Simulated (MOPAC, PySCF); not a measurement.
C3HN, SMILES `C#CC#N`, neutral singlet in the gas phase. 

Cartesian coordinates (Å):
```xyz
5

C     -1.2731    -0.1820     0.0735
C     -0.0843    -0.0121     0.0419
C      1.2699     0.1816     0.0060
N      2.4130     0.3450    -0.0244
H     -2.3255    -0.3325     0.1015
```
Charge 0, multiplicity 1.

All levels are single points at this geometry (B3LYP-D3(BJ)/def2-TZVP); Pople sets use spherical d functions. Orbital energies aren't observables, and empty levels follow the basis.

M06-2X/6-31G* in PySCF gives gap (eV) = 9.76.

Q: Estimate the gap (eV) from each of these levels: B3LYP-D3(BJ)/def2-TZVP in PySCF; PBE-D3(BJ)/def2-TZVP in PySCF; B3LYP/6-311+G** in PySCF; B3LYP/6-31G* in PySCF; PBE/6-31G* in PySCF; SVWN5/6-31G* in PySCF; HF/3-21G in PySCF; AM1 in MOPAC.

A: 
| level | gap (eV) |
|---|---|
| B3LYP-D3(BJ)/def2-TZVP in PySCF | 6.94 |
| PBE-D3(BJ)/def2-TZVP in PySCF | 5.25 |
| B3LYP/6-311+G** in PySCF | 6.93 |
| B3LYP/6-31G* in PySCF | 7.03 |
| PBE/6-31G* in PySCF | 5.30 |
| SVWN5/6-31G* in PySCF | 5.26 |
| HF/3-21G in PySCF | 14.39 |
| AM1 in MOPAC | 11.91 |
